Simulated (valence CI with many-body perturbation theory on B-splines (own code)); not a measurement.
Sb2+: electric-dipole lines

Calculated by valence CI with perturbative core correlation (CI+MBPT): three valence electrons over a frozen Dirac-Fock core [Kr] 4d10, a basis of 11 s, 11 p, 10 d, 8 f, 5 g, 2 h functions for each j, with the one-electron correlation potential Σ1 (screened to all orders), the two-electron term Σ2, the three-electron term Σ3, Breit, model QED; selected single and double excitations, second order for the rest, scaled by the run's own slope (own B-spline code, finite nucleus).

Against 16 measured levels this calculation errs by 231 cm⁻¹ on average and by 795 at most. These come from a selection out of Moore, Atomic Energy Levels, vol. III, NSRDS-NBS 35 (1971 reprint of NBS Circular 467, 1958), an old analysis. Levels without a partner in it may be off by more. 1 measured level below the end of the list, from 163388 cm⁻¹ on, found no clear computed partner, and computed levels of the same name lie up to 1286 cm⁻¹ from them.

Lines 151 to 200 of 570 in falling wavelength, among levels below 22.819 eV, chosen from the strongest by gf and those to the six lowest levels. Wavelengths and rates use the calculated energies, so an error of 200 cm⁻¹ moves a line at 636.1 nm by 1.3 % and its rate by three times that or more. Electric multipoles are in the length gauge, E1 and E2 with the static RPA response of the core. Weak lines are less certain than strong ones. Lines between different terms over intervals too small for the method are left out, as are lines whose strength nearly cancels. Where a level lies close to another of its J and parity, the split of strength between their lines is uncertain. The highest levels of a list are the least certain.

Names give the largest LS component (configuration and term), which can be under half, so a name can repeat, a term be missing and a line seem to break the LS rules; names also repeat where a configuration has a term twice. Letters in brackets count levels of one name in rising energy.

```
λ vac (nm)  λ from measured levels               Upper               Lower   A (s⁻¹)  S (a.u.) with core polarisation  S without
     652.3                               5s5p6p ⁴P_3/2      5s5p6s ²P°_3/2  6.75e+05                         3.70e-01   3.70e-01
     651.3                                5s²6g ²G_7/2       5s²5f ²F°_5/2  5.87e+07                         6.41e+01   6.42e+01
     649.2                                5s²6g ²G_9/2       5s²5f ²F°_7/2  6.01e+07                         8.12e+01   8.13e+01
     649.2                                5s²6g ²G_7/2       5s²5f ²F°_7/2  2.15e+06                         2.32e+00   2.32e+00
     640.1                               5s²5f ²F°_7/2        5s²6d ²D_5/2  1.42e+08                         1.47e+02   1.48e+02
     638.1                               5s²5f ²F°_5/2        5s²6d ²D_5/2  9.61e+06                         7.40e+00   7.43e+00
     636.1                   628.9       5s²6p ²P°_1/2        5s²5d ²D_3/2  3.01e+07                         7.64e+00   7.58e+00
     635.5                               5s²10s ²S_1/2      5s5p6s ²P°_3/2  3.37e+06                         8.53e-01   8.49e-01
     632.4                   624.9       5s²6p ²P°_3/2        5s²5d ²D_5/2  3.55e+07                         1.77e+01   1.75e+01
     631.2                                5s²8d ²D_3/2      5s5p6s ²P°_1/2  5.89e+05                         2.92e-01   2.95e-01
     628.6                               5s²5f ²F°_5/2        5s²6d ²D_3/2  1.38e+08                         1.02e+02   1.02e+02
     616.7                              5s5p6s ⁴P°_3/2        5s²7s ²S_1/2  1.32e+06                         6.12e-01   6.13e-01
     615.4                               5s5p6p ⁴P_3/2      5s5p5d ²F°_5/2  1.87e+07                         8.62e+00   8.61e+00
     610.3                               5s²7f ²F°_7/2        5s²7d ²D_5/2  6.08e+06                         5.46e+00   5.49e+00
     610.0                               5s²7f ²F°_5/2        5s²7d ²D_5/2  4.14e+05                         2.78e-01   2.80e-01
     609.6                               5s²6p ²P°_3/2        5s5p² ²P_1/2  7.28e+05                         3.25e-01   3.29e-01
     606.6                                5s²8d ²D_3/2       5s²5f ²F°_5/2  3.58e+06                         1.58e+00   1.56e+00
     606.4                               5s5p6p ²P_1/2         5p³ ²P°_1/2  1.11e+07                         2.43e+00   2.47e+00
     605.7                               5s²7f ²F°_5/2        5s²7d ²D_3/2  6.28e+06                         4.13e+00   4.16e+00
     604.2                              5s5p6s ²P°_1/2        5s²6d ²D_3/2  3.06e+06                         6.66e-01   6.65e-01
     602.2                                5s²8d ²D_5/2       5s²5f ²F°_7/2  3.76e+06                         2.43e+00   2.40e+00
     599.9                               5s5p6p ⁴D_1/2      5s5p5d ⁴D°_3/2  5.35e+06                         1.14e+00   1.14e+00
     596.0                               5s5p6p ⁴D_1/2      5s5p5d ⁴D°_1/2  5.01e+06                         1.05e+00   1.05e+00
     587.8                               5s5p6p ⁴D_5/2      5s5p5d ⁴D°_7/2  4.59e+06                         2.76e+00   2.72e+00
     579.7                               5s5p6p ²P_3/2  5s5p5d ²P°_3/2 [a]  1.11e+06                         4.26e-01   4.31e-01
     577.7                               5s5p6p ⁴D_3/2      5s5p6s ²P°_1/2  1.67e+06                         6.36e-01   6.62e-01
     575.8                   569.2       5s²6p ²P°_3/2        5s²5d ²D_3/2  4.05e+06                         1.53e+00   1.51e+00
     575.7                               5s5p6p ⁴D_5/2      5s5p6s ⁴P°_5/2  3.04e+06                         1.72e+00   1.76e+00
     565.2                              5s5p5d ⁴D°_1/2        5s²7s ²S_1/2  1.58e+06                         2.82e-01   2.84e-01
     561.6                              5s5p5d ⁴D°_3/2        5s²7s ²S_1/2  9.00e+05                         3.15e-01   3.17e-01
     555.0                               5s5p6p ⁴D_5/2  5s5p5d ²P°_3/2 [a]  5.80e+05                         2.94e-01   3.07e-01
     549.9                          5s5p5d ²P°_3/2 [a]        5s²6d ²D_5/2  1.81e+06                         5.94e-01   5.92e-01
     547.7                               5s5p6p ⁴D_1/2      5s5p6s ⁴P°_3/2  4.19e+06                         6.79e-01   7.01e-01
     545.5                               5s5p6p ⁴P_3/2         5p³ ²P°_1/2  1.41e+07                         4.52e+00   4.61e+00
     544.8                               5s²7f ²F°_7/2        5s²5g ²G_9/2  1.60e+06                         1.02e+00   1.03e+00
     544.6                               5s²7f ²F°_5/2        5s²5g ²G_7/2  1.63e+06                         7.79e-01   7.82e-01
     541.8                               5s5p6p ⁴D_3/2      5s5p5d ⁴D°_3/2  1.20e+07                         3.77e+00   3.82e+00
     538.6                               5s5p6p ⁴D_3/2      5s5p5d ⁴D°_1/2  4.39e+06                         1.35e+00   1.35e+00
     537.5                               5s5p6p ²P_1/2  5s5p5d ²P°_3/2 [a]  5.57e+06                         8.54e-01   8.61e-01
     536.9                               5s5p6p ⁴D_3/2  5s5p5d ⁴P°_5/2 [a]  9.85e+05                         3.01e-01   2.97e-01
     536.1                                5s²8d ²D_5/2      5s5p6s ⁴P°_3/2  4.12e+05                         1.88e-01   1.92e-01
     527.6                              5s5p6s ²P°_1/2        5s²7s ²S_1/2  3.99e+06                         5.79e-01   5.82e-01
     523.0                               5s5p6p ²P_3/2      5s5p6s ²P°_1/2  4.63e+06                         1.31e+00   1.33e+00
     521.1                              5s5p5d ⁴D°_7/2        5s²6d ²D_5/2  1.93e+06                         1.08e+00   1.08e+00
     517.3                                5s²7g ²G_9/2      5s5p5d ⁴D°_7/2  3.09e+05                         2.11e-01   2.11e-01
     505.1                               5s5p6p ⁴P_3/2      5s5p6s ⁴P°_5/2  1.42e+06                         3.62e-01   3.72e-01
     498.8                               5s5p6p ⁴D_3/2      5s5p6s ⁴P°_3/2  3.53e+07                         8.66e+00   8.93e+00
     496.7                                5s²9s ²S_1/2      5s5p6s ⁴P°_1/2  5.16e+06                         6.23e-01   6.39e-01
     494.7                               5s5p6p ⁴D_1/2      5s5p6s ⁴P°_1/2  8.02e+07                         9.59e+00   9.86e+00
     493.4                               5s5p6p ²P_3/2      5s5p5d ⁴D°_3/2  2.19e+07                         5.18e+00   5.20e+00
```
